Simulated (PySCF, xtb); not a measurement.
Another site gives an ion 51953.86 eV lower (`O=[CH][GeH3]`) at the level PBE-D3(BJ)/def2-TZVP // TPSSh-D3(BJ)/def2-TZVP (PySCF).

These are GFN2-xTB (xtb 6.7.1) values and carry that method's errors.

```
xtb start.xyz --ohess tight --gfn 2 --chrg 0 --uhf 0 --iterations 400

# start.xyz
8

N      1.125265     0.389710    -0.270304
C      0.057192     0.165441     0.551070
O      0.019498     0.455195     1.734517
C     -1.137469    -0.494458    -0.116633
O     -1.110581    -0.789351    -1.302898
H      1.958995     0.824887     0.097358
H      1.079600     0.119227    -1.246987
H     -1.992499    -0.670651     0.553878
```

Output:

```
[...]
        12        2.0000           -0.4680344             -12.7359
        13        2.0000           -0.4477818             -12.1848
        14        2.0000           -0.4084960             -11.1157 (HOMO)
        15                         -0.3238414              -8.8122 (LUMO)
        16                         -0.1951265              -5.3097
        17                         -0.0126432              -0.3440
        18                          0.0697685               1.8985
        19                          0.1736637               4.7256
       ...                                ...                  ...
        23                          0.6980251              18.9942
      -------------------------------------------------------------
                  HL-Gap            0.0846545 Eh            2.3036 eV
             Fermi-level           -0.3661687 Eh           -9.9640 eV


         :::::::::::::::::::::::::::::::::::::::::::::::::::::
         ::                     SUMMARY                     ::
         :::::::::::::::::::::::::::::::::::::::::::::::::::::
         :: total energy             -16.828315708574 Eh    ::
         :: gradient norm              0.000105662098 Eh/a0 ::
         :: HOMO-LUMO gap              2.303566876407 eV    ::
         ::.................................................::
         :: SCC energy               -16.996534951716 Eh    ::
         :: -> isotropic ES            0.052868280209 Eh    ::
         :: -> anisotropic ES          0.001559171256 Eh    ::
         :: -> anisotropic XC          0.002058915261 Eh    ::
         :: -> dispersion             -0.003600584557 Eh    ::
         :: repulsion energy           0.168219243142 Eh    ::
         :: add. restraining           0.000000000000 Eh    ::
         :: total charge               0.000000000000 e     ::
         :::::::::::::::::::::::::::::::::::::::::::::::::::::

           -------------------------------------------------
          |                Numerical Hessian                |
           -------------------------------------------------
step length          :   0.00500
SCC accuracy         :   0.30000
Hessian scale factor :   1.00000
frozen atoms in %    :   0.00000    0
RMS gradient         :   0.00011
estimated CPU  time      0.00 min
estimated wall time      0.00 min

writing file <hessian>.

 projected vibrational frequencies (cm⁻¹)
eigval :       -0.00    -0.00     0.00     0.00     0.00     0.00
eigval :      110.91   252.92   424.05   471.07   477.23   583.80
eigval :      608.88   863.35   912.21  1026.37  1266.71  1302.69
eigval :     1426.45  1768.76  1785.86  2839.94  3445.56  3522.70
           -------------------------------------------------
          |                Property Printout                |
           -------------------------------------------------

    * Orbital Energies and Occupations

         #    Occupation            Energy/Eh            Energy/eV
      -------------------------------------------------------------
         1        2.0000           -0.7523682             -20.4730
         2        2.0000           -0.7276375             -19.8000
         3        2.0000           -0.6849130             -18.6374
         4        2.0000           -0.6585238             -17.9193
         5        2.0000           -0.6173588             -16.7992
         6        2.0000           -0.6024645             -16.3939
         7        2.0000           -0.5833993             -15.8751
         8        2.0000           -0.5741503             -15.6234
         9        2.0000           -0.5577419             -15.1769
        10        2.0000           -0.5438474             -14.7988
        11        2.0000           -0.5242351             -14.2652
        12        2.0000           -0.4680344             -12.7359
        13        2.0000           -0.4477819             -12.1848
        14        2.0000           -0.4084960             -11.1157 (HOMO)
        15                         -0.3238415              -8.8122 (LUMO)
        16                         -0.1951266              -5.3097
        17                         -0.0126432              -0.3440
        18                          0.0697684               1.8985
        19                          0.1736637               4.7256
        20                          0.2156619               5.8685
        21                          0.3134197               8.5286
        22                          0.5075480              13.8111
        23                          0.6980250              18.9942
      -------------------------------------------------------------
                  HL-Gap            0.0846545 Eh            2.3036 eV
             Fermi-level           -0.3661688 Eh           -9.9640 eV

     #   Z          covCN         q      C6AA      α(0)
     1   7 N        2.640    -0.244    26.371     7.627
     2   6 C        2.741     0.264    22.549     7.775
     3   8 O        0.858    -0.394    21.553     6.224
     4   6 C        2.762     0.185    24.027     8.027
     5   8 O        0.856    -0.289    19.577     5.932
     6   1 H        0.860     0.205     1.083     1.630
     7   1 H        0.860     0.211     1.049     1.605
     8   1 H        0.923     0.061     2.186     2.312

 Mol. C6AA /au·bohr⁶  :        745.605003
 Mol. C8AA /au·bohr⁸  :      16553.063774
 Mol. α(0) /au        :         41.132263

Wiberg/Mayer (AO) data.
largest (>0.10) Wiberg bond orders for each atom

 ---------------------------------------------------------------------------
     #   Z sym  total        # sym  WBO       # sym  WBO       # sym  WBO
 ---------------------------------------------------------------------------
     1   7 N    3.425 --     2 C    1.282     6 H    0.938     7 H    0.933
                             3 O    0.233
     2   6 C    3.957 --     3 O    1.699     1 N    1.282     4 C    0.920
     3   8 O    2.042 --     2 C    1.699     1 N    0.233
     4   6 C    3.893 --     5 O    1.956     8 H    0.933     2 C    0.920
     5   8 O    2.117 --     4 C    1.956
     6   1 H    0.958 --     1 N    0.938
     7   1 H    0.955 --     1 N    0.933
     8   1 H    0.996 --     4 C    0.933
 ---------------------------------------------------------------------------

Topologies differ in total number of bonds
Writing topology from bond orders to xtbtopo.mol

molecular dipole:
                 x           y           z       tot (Debye)
 q only:        0.647       0.101      -0.633
   full:        0.687       0.095      -0.721       2.543
molecular quadrupole (traceless):
                xx          xy          yy          xz          yz          zz
 q only:        5.373       0.940       0.538      -3.337      -3.135      -5.911
  q+dip:        7.369       1.565       0.575      -4.082      -3.962      -7.944
   full:        6.808       0.737       1.743      -3.825      -4.434      -8.551

           -------------------------------------------------
          |                Geometry Summary                 |
           -------------------------------------------------

      molecular mass/u    :       73.0508071
   center of mass at/Å    :       -0.1790211      -0.0443607       0.1113073
  moments of inertia/u·Å² :        0.4690381E+02   0.1122478E+03   0.1591516E+03
rotational constants/cm⁻¹ :        0.3594086E+00   0.1501823E+00   0.1059218E+00

 * 6 selected distances

     #   Z          #   Z                                           value/Å
     1   7 N        2   6 C                                       1.3436047 (max)
     2   6 C        3   8 O                                       1.2101437
     4   6 C        5   8 O                                       1.1997458
     1   7 N        6   1 H                                       1.0059516 (min)
     1   7 N        7   1 H                                       1.0077903
     4   6 C        8   1 H                                       1.1020545

 * 4 distinct bonds (by element types)

   Z      Z             #   av. dist./Å        max./Å        min./Å
Molecule has the following symmetry elements: (sigma)
It seems to be the Cs point group
   1 H    6 C           1     1.1020545     1.1020545     1.1020545
   1 H    7 N           2     1.0068710     1.0077903     1.0059516
   6 C    7 N           1     1.3436047     1.3436047     1.3436047
   6 C    8 O           2     1.2049447     1.2101437     1.1997458

           -------------------------------------------------
          |               Frequency Printout                |
           -------------------------------------------------
 projected vibrational frequencies (cm⁻¹)
eigval :       -0.00    -0.00     0.00     0.00     0.00     0.00
eigval :      110.91   252.92   424.05   471.07   477.23   583.80
eigval :      608.88   863.35   912.21  1026.37  1266.71  1302.69
eigval :     1426.45  1768.76  1785.86  2839.94  3445.56  3522.70
 reduced masses (amu)
   1: 12.09   2: 13.84   3: 14.15   4: 14.67   5: 13.12   6: 13.88   7: 11.04   8: 12.48
   9:  3.84  10:  6.00  11: 12.36  12: 12.10  13:  4.76  14: 10.48  15:  7.08  16:  7.66
  17:  8.98  18:  3.10  19:  5.52  20: 13.30  21: 13.33  22:  1.75  23:  1.46  24:  2.17
 IR intensities (km·mol⁻¹)
   1:  3.43   2:  0.11   3:  0.02   4:  0.40   5:  1.98   6:  1.56   7: 13.80   8: 27.55
   9:301.72  10:  0.33  11: 18.80  12:  9.43  13:  7.63  14: 19.43  15:  2.38  16: 31.09
  17: 37.52  18: 17.89  19: 95.17  20:536.42  21: 39.13  22: 65.97  23: 35.67  24: 23.50
 Raman intensities (Ä⁴*amu⁻¹)
   1:  0.00   2:  0.00   3:  0.00   4:  0.00   5:  0.00   6:  0.00   7:  0.00   8:  0.00
   9:  0.00  10:  0.00  11:  0.00  12:  0.00  13:  0.00  14:  0.00  15:  0.00  16:  0.00
  17:  0.00  18:  0.00  19:  0.00  20:  0.00  21:  0.00  22:  0.00  23:  0.00  24:  0.00
 output can be read by thermo (or use thermo option).
 writing <g98.out> molden fake output.
 recommended (thermochemical) frequency scaling factor: 1.0
           -------------------------------------------------
          |             Thermodynamic Functions             |
           -------------------------------------------------

cs  symmetry found (for desy threshold:  0.10E+00) used in thermo

          ...................................................
          :                      SETUP                      :
          :.................................................:
          :  # frequencies                          18      :
          :  # imaginary freq.                       0      :
          :  linear?                             false      :
          :  only rotor calc.                    false      :
          :  symmetry                               cs      :
          :  rotational number                       1      :
          :  scaling factor                  1.0000000      :
          :  rotor cutoff                   50.0000000 cm⁻¹ :
          :  imag. cutoff                  -20.0000000 cm⁻¹ :
          :.................................................:

    mode    ω/cm⁻¹     T·S(HO)/kcal·mol⁻¹    T·S(FR)/kcal·mol⁻¹   T·S(vib)
   ------------------------------------------------------------------------
       1    110.91    -0.96986 ( 96.03%)    -0.82011 (  3.97%)    -0.96392
       2    252.92    -0.50988 ( 99.85%)    -0.57614 (  0.15%)    -0.50998
   ------------------------------------------------------------------------

   temp. (K)  partition function   enthalpy   heat capacity  entropy
                                   cal/mol     cal/K/mol   cal/K/mol   J/K/mol
 298.15  VIB   5.69                 1553.485     11.621      8.648
         ROT  0.699E+05              888.752      2.981     25.149
         INT  0.398E+06             2442.237     14.602     33.797
         TR   0.604E+27             1481.254      4.968     38.764
         TOT                        3923.4913    19.5699    72.5613   303.5966

       T/K    H(0)-H(T)+PV         H(T)/Eh          T*S/Eh         G(T)/Eh
   ------------------------------------------------------------------------
    298.15    0.625248E-02    0.588541E-01    0.344762E-01    0.243779E-01
   ------------------------------------------------------------------------

         :::::::::::::::::::::::::::::::::::::::::::::::::::::
         ::                  THERMODYNAMIC                  ::
         :::::::::::::::::::::::::::::::::::::::::::::::::::::
         :: total free energy         -16.803937818530 Eh   ::
         ::.................................................::
         :: total energy              -16.828315708575 Eh   ::
         :: zero point energy           0.052601634204 Eh   ::
         :: G(RRHO) w/o ZPVE           -0.028223744159 Eh   ::
         :: G(RRHO) contrib.            0.024377890045 Eh   ::
         :::::::::::::::::::::::::::::::::::::::::::::::::::::

optimized geometry written to: xtbopt.xyz

           -------------------------------------------------
          | TOTAL ENERGY              -16.828315708575 Eh   |
          | TOTAL ENTHALPY            -16.769461593015 Eh   |
          | TOTAL FREE ENERGY         -16.803937818530 Eh   |
          | GRADIENT NORM               0.000105577250 Eh/α |
          | HOMO-LUMO GAP               2.303566041000 eV   |
           -------------------------------------------------

------------------------------------------------------------------------
```

Cost: about 0.11 core-seconds (a rough figure).
